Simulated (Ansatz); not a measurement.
```xyz
17

C    -0.0028    0.0056    0.0078
C     0.8878    0.8765    0.8894
C     0.8903   -0.8915   -0.8859
C    -0.8884    0.8753   -0.8818
C    -0.8823   -0.8843    0.8741
H     0.2736    1.5239    1.5350
H     1.5331    0.2821    1.5408
H     1.5240    1.5318    0.2770
H     0.2703   -1.5304   -1.5417
H     1.5391   -0.2693   -1.5395
H     1.5415   -1.5278   -0.2731
H    -1.5290    0.2780   -1.5420
H    -1.5382    1.5284   -0.2824
H    -0.2698    1.5402   -1.5389
H    -1.5274   -1.5328    0.2674
H    -0.2797   -1.5326    1.5425
H    -1.5340   -0.2843    1.5295
```

Basis set: STO-3G (spherical functions). Correlated methods keep 5 orbitals frozen. Charge 0, multiplicity 1.

Computed with Ansatz (development build ahead of 0.2.0); each method stands on the lowest determinant of its kind that the runs found. Restricted open shells among the atoms or ions are ROHF, correlated in semicanonical orbitals with singles.

Q: Give the atomization energy at this shape (free ground-state atoms in the same class of orbitals less the molecule, no zero-point energy) of singlet C5H12 by RHF-MP2, RHF.

A:

```csv
method,atomization energy
RHF-MP2,72.57 eV
RHF,66.69 eV
```

This basis has no polarisation functions and is too small for such energies, which can lie far from measured ones in either direction.
